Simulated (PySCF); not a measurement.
Ionisation energy of N³⁺ by level of theory

N³⁺ [He] 2s2 (1S) → N⁴⁺ [He] 2s1 (2S), as a difference of total energies. Calculation: PySCF 2.14, in an uncontracted even-tempered set (20 s from 0.2 bohr⁻², ratio 2.2; 9 p from 0.37 bohr⁻², ratio 2.4; 6 d from 1.1 bohr⁻², ratio 2.4; 5 f from 1.7 bohr⁻², ratio 2.4; 5 g from 2.5 bohr⁻², ratio 2.4); the spin-free X2C one-electron Hamiltonian (Gaussian nucleus). Correlated levels: nothing frozen; virtual orbitals above 40 to 60 times the deepest correlated orbital energy dropped. The calculations carry no spin-orbit coupling.

```json
{"method": "UHF", "ionisation energy (eV)": "75.021", "error (eV)": "-2.453"}
{"method": "LDA", "ionisation energy (eV)": "76.209", "error (eV)": "-1.265"}
{"method": "PBE", "ionisation energy (eV)": "76.489", "error (eV)": "-0.985"}
{"method": "PBE0", "ionisation energy (eV)": "76.405", "error (eV)": "-1.069"}
{"method": "r2SCAN", "ionisation energy (eV)": "75.859", "error (eV)": "-1.615"}
{"method": "r2SCANh", "ionisation energy (eV)": "75.894", "error (eV)": "-1.580"}
{"method": "revPBE", "ionisation energy (eV)": "76.506", "error (eV)": "-0.968"}
{"method": "MP2 (all electrons)", "ionisation energy (eV)": "76.568", "error (eV)": "-0.906"}
{"method": "SCS-MP2 (all electrons)", "ionisation energy (eV)": "76.849", "error (eV)": "-0.625"}
```

Reference: 77.474 eV (measured; NIST Atomic Spectra Database, ionization energies).

MP2 underrates the near-degeneracy of ns² with np² in the lower species.
